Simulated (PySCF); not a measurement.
H4CdSi (SMILES [SiH3][CdH]), singlet, geometry from GFN2-xTB (such geometries of metal compounds can be far from the true shape) (core potentials on Cd); DF-PBE0/def2-TZVPP in PySCF.

The PySCF input:
```python
from pyscf import gto, scf, dft

mol = gto.M(
    atom='''
Cd   -0.54820747   -0.35828467   -0.06651013
H    -2.25184409   -0.42013174   -0.54952398
Si    1.59371498    0.96621779    0.21303805
H     2.35602867    0.89218881    1.47395324
H     1.25527473    2.41602245    0.09955772
H     2.64248945    0.78253550   -0.81403321
''',
    basis='def2-tzvpp',
    ecp={'Cd': 'def2-tzvpp'},
    verbose=4,
    max_memory=1800,
)

mf = dft.RKS(mol)
mf.xc = 'pbe0'
mf = mf.density_fit(auxbasis='def2-universal-jkfit')
mf.kernel()
```

What the program printed (banner, timings and long lists left out):

```
PySCF version 2.14.0

[INPUT] verbose = 4
[INPUT] num. atoms = 6
[INPUT] num. electrons = 38
[INPUT] charge = 0
[INPUT] spin (= nelec alpha-beta = 2S) = 0
[INPUT] symmetry False subgroup None
[INPUT] Mole.unit = angstrom
[INPUT] Symbol           X                Y                Z      unit          X                Y                Z       unit  Magmom
[INPUT]  1 Cd    -0.548207470000  -0.358284670000  -0.066510130000 AA   -1.035961977741  -0.677059900930  -0.125685930209 Bohr   0.0
[INPUT]  2 H     -2.251844090000  -0.420131740000  -0.549523980000 AA   -4.255368605320  -0.793933924837  -1.038449821081 Bohr   0.0
[INPUT]  3 Si     1.593714980000   0.966217790000   0.213038050000 AA    3.011684832817   1.825886999783   0.402583568611 Bohr   0.0
[INPUT]  4 H      2.356028670000   0.892188810000   1.473953240000 AA    4.452248927923   1.685992502302   2.785367944015 Bohr   0.0
[INPUT]  5 H      1.255274730000   2.416022450000   0.099557720000 AA    2.372125450787   4.565620741301   0.188136824386 Bohr   0.0
[INPUT]  6 H      2.642489450000   0.782535500000  -0.814033210000 AA    4.993581347553   1.478777777750  -1.538299823201 Bohr   0.0

nuclear repulsion = 91.4824288990718
number of shells = 54
number of NR pGTOs = 208
number of NR cGTOs = 154
basis = def2-tzvpp
ecp = {'Cd': 'def2-tzvpp'}

******** <class 'pyscf.df.df_jk.DFRKS'> ********
method = DFRKS
initial guess = minao
damping factor = 0
level_shift factor = 0
DIIS = <class 'pyscf.scf.diis.CDIIS'>
diis_start_cycle = 1
diis_space = 8
diis_damp = 0
SCF conv_tol = 1e-09
SCF conv_tol_grad = None
SCF max_cycles = 50
direct_scf = False
XC library pyscf.dft.libxc version 7.1.2
    S. Lehtola, C. Steigemann, M. J. T. Oliveira, and M. A. L. Marques,  SoftwareX 7, 1–5 (2018)
XC functionals = pbe0
    C. Adamo and V. Barone,  J. Chem. Phys. 110, 6158 (1999)
    M. Ernzerhof and G. E. Scuseria,  J. Chem. Phys. 110, 5029 (1999)
radial grids:
    Treutler-Ahlrichs [JCP 102, 346 (1995); DOI:10.1063/1.469408] (M4) radial grids

becke partition: Becke, JCP 88, 2547 (1988); DOI:10.1063/1.454033
pruning grids: <function nwchem_prune>
grids dens level: 3
symmetrized grids: False
atomic radii adjust function: <function treutler_atomic_radii_adjust>
small_rho_cutoff = 0
Set gradient conv threshold to 3.16228e-05
Initial guess from minao.
tot grids = 80808
******** <class 'pyscf.df.df.DF'> ********
auxbasis = def2-universal-jkfit
init E= -447.017749063759
  HOMO = -0.618566413231014  LUMO = -0.547886044607581  gap/eV = 1.92331
cycle= 1 E= -457.643543703566  delta_E= -10.6  |g|= 3.47  |ddm|= 6.09
  HOMO = 0.0908991792080364  LUMO = 0.0961481911930708  gap/eV = 0.14283
cycle= 2 E= -422.872975903517  delta_E= 34.8  |g|= 7.61  |ddm|= 30.9
  HOMO = -0.304480078918012  LUMO = -0.197347129750131  gap/eV = 2.91524
cycle= 3 E= -453.989005043217  delta_E= -31.1  |g|= 3.21  |ddm|= 30.9
  HOMO = -0.34297105838462  LUMO = -0.167402838438911  gap/eV = 4.77745
cycle= 4 E= -459.211214598145  delta_E= -5.22  |g|= 1.32  |ddm|= 3.96
  HOMO = -0.227652875978622  LUMO = -0.0378564634224999  gap/eV = 5.16462
cycle= 5 E= -459.478736923397  delta_E= -0.268  |g|= 0.341  |ddm|= 1.74
  HOMO = -0.261957297980086  LUMO = -0.0632028279289129  gap/eV = 5.40838
cycle= 6 E= -459.502129841919  delta_E= -0.0234  |g|= 0.107  |ddm|= 0.402
  HOMO = -0.260313017677893  LUMO = -0.0582228076987137  gap/eV = 5.49915
cycle= 7 E= -459.50450379408  delta_E= -0.00237  |g|= 0.0203  |ddm|= 0.0849
  HOMO = -0.261440071300698  LUMO = -0.0580425339754743  gap/eV = 5.53473
cycle= 8 E= -459.504581577322  delta_E= -7.78e-05  |g|= 0.00277  |ddm|= 0.0186
  HOMO = -0.261538611340304  LUMO = -0.0581569739013963  gap/eV = 5.53430
cycle= 9 E= -459.504582713792  delta_E= -1.14e-06  |g|= 0.000782  |ddm|= 0.00308
  HOMO = -0.261464554529573  LUMO = -0.0581265894218144  gap/eV = 5.53311
cycle= 10 E= -459.504582851897  delta_E= -1.38e-07  |g|= 0.000126  |ddm|= 0.00081
  HOMO = -0.261485821340339  LUMO = -0.0581394643688509  gap/eV = 5.53334
cycle= 11 E= -459.50458285582  delta_E= -3.92e-09  |g|= 5.31e-05  |ddm|= 0.000182
  HOMO = -0.261482962229152  LUMO = -0.0581374068137431  gap/eV = 5.53331
cycle= 12 E= -459.504582856321  delta_E= -5.01e-10  |g|= 1.51e-05  |ddm|= 4.15e-05
  HOMO = -0.261480221659643  LUMO = -0.0581357146341133  gap/eV = 5.53329
Extra cycle  E= -459.504582856324  delta_E= -3.52e-12  |g|= 1.69e-05  |ddm|= 2.18e-05
converged SCF energy = -459.504582856324
```
